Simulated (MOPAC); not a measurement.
MOPAC input (AM1):

```
AM1 PRECISE GNORM=0.05 LET XYZ GEO-OK AUX(PRECISION=9) THREADS=1
C3H12OSi2

C    -2.32237400 1   -0.00011600 1    1.56336000 1
Si   -1.35052200 1   -0.50960300 1    0.05908900 1
C    -2.11059100 1    0.14290300 1   -1.52075800 1
O     0.18092400 1    0.08788900 1    0.27091600 1
C     1.25398300 1   -0.18605400 1   -0.62994700 1
Si    2.85338400 1    0.47015200 1    0.13672400 1
H    -3.34312800 1   -0.38618400 1    1.51420000 1
H    -1.85910700 1   -0.38144000 1    2.47480800 1
H    -2.37534000 1    1.08791200 1    1.63970300 1
H    -1.26520700 1   -1.99392900 1   -0.03869800 1
H    -1.52490200 1   -0.14315700 1   -2.39699400 1
H    -3.11850300 1   -0.25772800 1   -1.65501600 1
H    -2.18088700 1    1.23284000 1   -1.50128100 1
H     1.34132600 1   -1.26409200 1   -0.81842700 1
H     1.07777600 1    0.29143500 1   -1.60175600 1
H     2.74173600 1    1.92893000 1    0.36385100 1
H     3.11060100 1   -0.21088600 1    1.42585700 1
H     3.98207300 1    0.20510400 1   -0.79089500 1
```

From the output:

```
                                                       MOPAC v23.2.5 Linux

          FINAL HEAT OF FORMATION =        -89.25279 KCAL/MOL =    -373.43369 KJ/MOL

          COSMO AREA              =        177.01 SQUARE ANGSTROMS
          COSMO VOLUME            =        175.70 CUBIC ANGSTROMS

          GRADIENT NORM           =          0.04966          =       0.01170 PER ATOM
          IONIZATION POTENTIAL    =         10.439551 EV
          HOMO LUMO ENERGIES (EV) =        -10.440  1.062
          NO. OF FILLED LEVELS    =         19
          MOLECULAR WEIGHT        =        120.2982         POINT GROUP:  C1

          MOLECULAR DIMENSIONS (Angstroms)

            Atom       Atom       Distance
            H    18    H     9     7.36263
            H    17    H    12     5.00882
            H    16    H    10     3.87490

          SCF CALCULATIONS        =        220

   ATOM   CHEMICAL          X               Y               Z
  NUMBER   SYMBOL      (ANGSTROMS)     (ANGSTROMS)     (ANGSTROMS)

     1       C         -2.35025847  *  -0.11453592  *   1.50389498  *
     2      Si         -1.37331530  *  -0.44909176  *   0.02343075  *
     3       C         -2.03745281  *   0.31654139  *  -1.47309112  *
     4       O          0.26461376  *   0.18385636  *   0.37369398  *
     5       C          1.22734768  *  -0.31710128  *  -0.50247761  *
     6      Si          2.81677676  *   0.42728638  *   0.05274664  *
     7       H         -2.88981603  *  -1.01756586  *   1.87232647  *
     8       H         -1.68931779  *   0.23562570  *   2.33364180  *
     9       H         -3.11371494  *   0.68055511  *   1.33658643  *
    10       H         -1.25706080  *  -1.88710846  *  -0.20410419  *
    11       H         -1.25979047  *   0.39505979  *  -2.26946808  *
    12       H         -2.88682818  *  -0.26602559  *  -1.90044005  *
    13       H         -2.41185094  *   1.34942780  *  -1.28121360  *
    14       H          1.24729953  *  -1.43945618  *  -0.46007912  *
    15       H          0.97712694  *  -0.03444900  *  -1.56050260  *
    16       H          2.79198434  *   1.88108264  *  -0.08830483  *
    17       H          3.10079626  *   0.08427077  *   1.44397516  *
    18       H          3.89346104  *  -0.10015492  *  -0.78433309  *

                             CARTESIAN COORDINATES

   1    C       -2.350258465    -0.114535917     1.503894982
   2   Si       -1.373315303    -0.449091757     0.023430747
   3    C       -2.037452813     0.316541389    -1.473091120
   4    O        0.264613758     0.183856359     0.373693981
   5    C        1.227347684    -0.317101279    -0.502477614
   6   Si        2.816776763     0.427286384     0.052746638
   7    H       -2.889816027    -1.017565862     1.872326468
   8    H       -1.689317786     0.235625698     2.333641802
   9    H       -3.113714943     0.680555114     1.336586431
  10    H       -1.257060801    -1.887108456    -0.204104191
  11    H       -1.259790475     0.395059795    -2.269468075
  12    H       -2.886828176    -0.266025593    -1.900440049
  13    H       -2.411850935     1.349427802    -1.281213596
  14    H        1.247299531    -1.439456179    -0.460079123
  15    H        0.977126937    -0.034448995    -1.560502602
  16    H        2.791984344     1.881082638    -0.088304834
  17    H        3.100796259     0.084270771     1.443975163
  18    H        3.893461042    -0.100154922    -0.784333089

           Empirical Formula: C3 H12 O Si2  =    18 atoms

      MOLECULAR POINT GROUP   :   C1

                  EIGENVALUES
 -37.26400 -29.20136 -28.60319 -26.24537 -17.60505 -16.25673 -16.03918 -14.97752
 -14.17238 -14.09672 -13.38292 -13.32348 -13.16492 -12.13326 -11.93757 -11.56110
 -11.30298 -10.56012 -10.43955   1.06193   1.66710   1.79071   1.81388   1.90470
   1.97994   2.30713   2.47392   4.15397   4.29749   4.32323   4.38573   4.41345
   4.47074   5.14434   5.21616   5.51912

              NET ATOMIC CHARGES AND DIPOLE CONTRIBUTIONS

  ATOM NO.   TYPE          CHARGE      No. of ELECS.   s-Pop       p-Pop
    1          C          -0.584039        4.5840     1.26970     3.31434
    2         Si           1.250543        2.7495     0.79611     1.95334
    3          C          -0.599927        4.5999     1.27385     3.32607
    4          O          -0.510717        6.5107     1.87567     4.63505
    5          C          -0.292163        4.2922     1.26437     3.02780
    6         Si           0.855049        3.1450     0.83476     2.31019
    7          H           0.093748        0.9063     0.90625
    8          H           0.107989        0.8920     0.89201
    9          H           0.093259        0.9067     0.90674
   10          H          -0.264899        1.2649     1.26490
   11          H           0.094377        0.9056     0.90562
   12          H           0.093955        0.9060     0.90605
   13          H           0.095421        0.9046     0.90458
   14          H           0.062404        0.9376     0.93760
   15          H           0.056700        0.9433     0.94330
   16          H          -0.178141        1.1781     1.17814
   17          H          -0.176088        1.1761     1.17609
   18          H          -0.197470        1.1975     1.19747
 DIPOLE           X         Y         Z       TOTAL
 POINT-CHG.     0.396    -0.519    -0.355     0.742
 HYBRID        -1.206     0.052    -0.453     1.289
 SUM           -0.810    -0.466    -0.808     1.235

          ATOMIC ORBITAL ELECTRON POPULATIONS

     Atom    s        px        py        pz
    1  C   1.26970   1.09447   1.05991   1.15996
    2 Si   0.79611   0.58888   0.70627   0.65820
    3  C   1.27385   1.07492   1.08571   1.16544
    4  O   1.87567   1.32181   1.74077   1.57247
    5  C   1.26437   1.05638   1.01678   0.95464
    6 Si   0.83476   0.70651   0.79945   0.80423
    7  H   0.90625
    8  H   0.89201
    9  H   0.90674
   10  H   1.26490
   11  H   0.90562
   12  H   0.90605
   13  H   0.90458
   14  H   0.93760
   15  H   0.94330
   16  H   1.17814
   17  H   1.17609
   18  H   1.19747

 **********************
 *                    *
 * JOB ENDED NORMALLY *
 *                    *
 **********************

 == MOPAC DONE ==
```

The geometry given is a B3LYP-D3(BJ)/def2-TZVP minimum.
